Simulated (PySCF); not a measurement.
## Ni: excitation energy

Ni [Ar] 3d8 4s2 (3F) → Ni [Ar] 3d8 4s1 4p1 (high-spin determinant), as a difference of total energies. Computed with PySCF 2.14 in aug-cc-pVTZ, with the non-relativistic Hamiltonian (point nucleus). Correlated levels: valence: [Ar] frozen. The calculations carry no spin-orbit coupling.

```csv
method,excitation energy (cm⁻¹)
UHF,16261
MP2 (valence),24392
SCS-MP2 (valence),25978
CCSD (valence),24927
CCSD(T) (valence),25660
```

The determinant of the upper state mixes LS terms, which raises its energy above the lowest term, most at the Hartree-Fock and MP2 levels.
